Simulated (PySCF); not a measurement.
**Polarisability and C₆ of Hg(3+) (mercury, charge +3)**

[Xe] 4f14 5d9, 2D determinant. Calculation: PySCF 2.14, in aug-cc-pwCVTZ-PP with ECP60MDF; a scalar-relativistic core potential. Coupled (time-dependent) response in atomic units; α is the mean over directions.

```csv
method,mean α (bohr³),"α xx, yy, zz",C₆ (like pair),S(−4)
HSE06,5.628,"5.542, 5.542, 5.799",32.34,4.782
```

S(−4) is the Cauchy moment in α(ω) = α(0) + S(−4) ω² + …

Spin-orbit coupling is absent.

α(iu) at HSE06:

| u (hartree) | α(iu) (bohr³) |
| --- | --- |
| 0 | 5.628 |
| 0.0500 | 5.616 |
| 0.100 | 5.581 |
| 0.200 | 5.447 |
| 0.300 | 5.247 |
| 0.500 | 4.739 |
| 0.750 | 4.076 |
| 1.00 | 3.483 |
| 1.50 | 2.568 |
| 2.00 | 1.938 |
| 3.00 | 1.184 |
| 5.00 | 0.5509 |

A single London oscillator, α(iu) = α/(1 + u²/ω²), gives C₆ = (3/4) ω α². Matching the computed C₆ needs ω = 4 × 32.34 / (3 × 5.628²) = 1.36 hartree.

For an ion, C₆ is the dispersion term alone; charge-induced terms of lower order in 1/R come first.

The components differ because the open shell of this determinant is not spherical; for a pure term their mean is the scalar polarisability.

Energies and moments cover only the electrons outside the core potential. Spin-orbit coupling, absent here, splits the open shell strongly.
